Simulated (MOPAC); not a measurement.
A run for MOPAC: AM1 on CH6SSi (SMILES C[SiH2]S), a point of a torsion scan.

```
AM1 1SCF PRECISE CHARGE=0 THREADS=1
CH6SSi

C     -1.04810446 1     0.54355176 1     0.10004919 1
Si     0.23983562 1    -0.83005405 1    -0.08242435 1
S      2.13102669 1    -0.10382051 1     0.67800319 1
H     -2.02759032 1     0.20449394 1    -0.22361489 1
H     -0.78487880 1     1.41731259 1    -0.49128188 1
H     -1.13134691 1     0.86393429 1     1.13571605 1
H     -0.08989713 1    -2.00612928 1     0.71445596 1
H      0.48563696 1    -1.17669556 1    -1.47841786 1
H      2.81914394 1    -0.23821787 1    -0.44298364 1
```

The log:

```
*******************************************************************************
 **                                                                           **
 **                              MOPAC v23.2.5                                **
 **                                                                           **
 *******************************************************************************
 ** MOPAC's Digital Object Identifier: https://doi.org/10.5281/zenodo.6511958 **
 **                                                                           **
 ** Please cite the open-source release paper for use of this MOPAC version:  **
 ** J. E. Moussa and J. J. P. Stewart (2026)                                  **
 ** MOPAC: An open-source semiempirical molecular orbital program             **
 ** J. Open Source Softw., 11(119), 8025, https://doi.org/10.21105/joss.08025 **
 *******************************************************************************

                              AM1 CALCULATION RESULTS

 *******************************************************************************
 *  AM1        - The AM1 Hamiltonian to be used
 *
 *
 *
 *                 CHARGE ON SYSTEM = 0
 *
 *
 *
 *  PRECISE    - TIGHTER CRITERIA TO BE USED
 *  1SCF       - DO 1 SCF AND THEN STOP
 *  THREADS=1  - MULTI-THREADING NOT USED
 *  T=         - A TIME OF 172800.0 SECONDS REQUESTED
 *  DUMP=N     - RESTART FILE WRITTEN EVERY 7200.0 SECONDS REQUESTED
 *******************************************************************************
AM1 1SCF PRECISE CHARGE=0 THREADS=1
 CH6SSi

   ATOM   CHEMICAL          X               Y               Z
  NUMBER   SYMBOL      (ANGSTROMS)     (ANGSTROMS)     (ANGSTROMS)

     1       C         -1.04810446  *   0.54355176  *   0.10004919  *
     2      Si          0.23983562  *  -0.83005405  *  -0.08242435  *
     3       S          2.13102669  *  -0.10382051  *   0.67800319  *
     4       H         -2.02759032  *   0.20449394  *  -0.22361489  *
     5       H         -0.78487880  *   1.41731259  *  -0.49128188  *
     6       H         -1.13134691  *   0.86393429  *   1.13571605  *
     7       H         -0.08989713  *  -2.00612928  *   0.71445596  *
     8       H          0.48563696  *  -1.17669556  *  -1.47841786  *
     9       H          2.81914394  *  -0.23821787  *  -0.44298364  *



          CARTESIAN COORDINATES

    NO.       ATOM           X           Y           Z

     1         C         -1.0481      0.5436      0.1000
     2        Si          0.2398     -0.8301     -0.0824
     3         S          2.1310     -0.1038      0.6780
     4         H         -2.0276      0.2045     -0.2236
     5         H         -0.7849      1.4173     -0.4913
     6         H         -1.1313      0.8639      1.1357
     7         H         -0.0899     -2.0061      0.7145
     8         H          0.4856     -1.1767     -1.4784
     9         H          2.8191     -0.2382     -0.4430

  H: (AM1): M.J.S. DEWAR ET AL, J. AM. CHEM. SOC. 107 3902-3909 (1985)
  C: (AM1): M.J.S. DEWAR ET AL, J. AM. CHEM. SOC. 107 3902-3909 (1985)
 Si: (AM1): M.J.S.DEWAR, C. JIE, ORGANOMETALLICS, 6, 1486-1490 (1987).
  S: (AM1): M.J.S. DEWAR, Y-C YUAN, INORGANIC CHEMISTRY, 29, 3881:3890,  (1990)

           Empirical Formula: C H6 Si S  =     9 atoms



      MOLECULAR POINT GROUP   :   C1


      RHF CALCULATION, NO. OF DOUBLY OCCUPIED LEVELS = 10


 -------------------------------------------------------------------------------
 AM1 1SCF PRECISE CHARGE=0 THREADS=1
 CH6SSi



     1SCF WAS SPECIFIED, SO BFGS WAS NOT USED
     SCF FIELD WAS ACHIEVED


                              AM1 CALCULATION
                                                       MOPAC v23.2.5 Linux




          FINAL HEAT OF FORMATION =         -8.55889 KCAL/MOL =     -35.81039 KJ/MOL


          COSMO AREA              =        118.86 SQUARE ANGSTROMS
          COSMO VOLUME            =        109.43 CUBIC ANGSTROMS

          IONIZATION POTENTIAL    =          9.562540 EV
          HOMO LUMO ENERGIES (EV) =         -9.563 -1.184
          NO. OF FILLED LEVELS    =         10
          MOLECULAR WEIGHT        =         78.2039         POINT GROUP:  C1

          MOLECULAR DIMENSIONS (Angstroms)

            Atom       Atom       Distance
            H     9    H     4     4.87185
            H     7    H     5     3.57179
            H     6    H     8     3.03022


          SCF CALCULATIONS        =          1





   ATOM   CHEMICAL          X               Y               Z
  NUMBER   SYMBOL      (ANGSTROMS)     (ANGSTROMS)     (ANGSTROMS)

     1       C         -1.04810446  *   0.54355176  *   0.10004919  *
     2      Si          0.23983562  *  -0.83005405  *  -0.08242435  *
     3       S          2.13102669  *  -0.10382051  *   0.67800319  *
     4       H         -2.02759032  *   0.20449394  *  -0.22361489  *
     5       H         -0.78487880  *   1.41731259  *  -0.49128188  *
     6       H         -1.13134691  *   0.86393429  *   1.13571605  *
     7       H         -0.08989713  *  -2.00612928  *   0.71445596  *
     8       H          0.48563696  *  -1.17669556  *  -1.47841786  *
     9       H          2.81914394  *  -0.23821787  *  -0.44298364  *

                             CARTESIAN COORDINATES

   1    C       -1.048104460     0.543551760     0.100049190
   2   Si        0.239835620    -0.830054050    -0.082424350
   3    S        2.131026690    -0.103820510     0.678003190
   4    H       -2.027590320     0.204493940    -0.223614890
   5    H       -0.784878800     1.417312590    -0.491281880
   6    H       -1.131346910     0.863934290     1.135716050
   7    H       -0.089897130    -2.006129280     0.714455960
   8    H        0.485636960    -1.176695560    -1.478417860
   9    H        2.819143940    -0.238217870    -0.442983640


           Empirical Formula: C H6 Si S  =     9 atoms



      MOLECULAR POINT GROUP   :   C1


                  EIGENVALUES
 -29.21479 -19.32780 -16.04730 -14.83996 -14.34359 -13.43191 -12.44560 -12.14342
 -11.32601  -9.56254  -1.18364   0.89339   1.24888   1.51511   1.61256   4.31662
   4.34873   5.17451


              NET ATOMIC CHARGES AND DIPOLE CONTRIBUTIONS

  ATOM NO.   TYPE          CHARGE      No. of ELECS.   s-Pop       p-Pop
    1          C          -0.488048        4.4880     1.25523     3.23282
    2         Si           0.801966        3.1980     0.84761     2.35042
    3          S          -0.346626        6.3466     1.91653     4.43010
    4          H           0.090341        0.9097     0.90966
    5          H           0.094482        0.9055     0.90552
    6          H           0.098899        0.9011     0.90110
    7          H          -0.160758        1.1608     1.16076
    8          H          -0.178649        1.1786     1.17865
    9          H           0.088391        0.9116     0.91161
 DIPOLE           X         Y         Z       TOTAL
 POINT-CHG.    -1.091    -0.699    -0.932     1.596
 HYBRID        -0.087     0.150    -0.995     1.010
 SUM           -1.178    -0.549    -1.928     2.325


          ATOMIC ORBITAL ELECTRON POPULATIONS

     Atom    s        px        py        pz
    1  C   1.25523   1.08302   1.08779   1.06202
    2 Si   0.84761   0.74449   0.80049   0.80545
    3  S   1.91653   1.31350   1.88378   1.23282
    4  H   0.90966
    5  H   0.90552
    6  H   0.90110
    7  H   1.16076
    8  H   1.17865
    9  H   0.91161

 **********************
 *                    *
 * JOB ENDED NORMALLY *
 *                    *
 **********************




 == MOPAC DONE ==
```

The run finished.

Cost: very roughly 0.020 core-seconds.
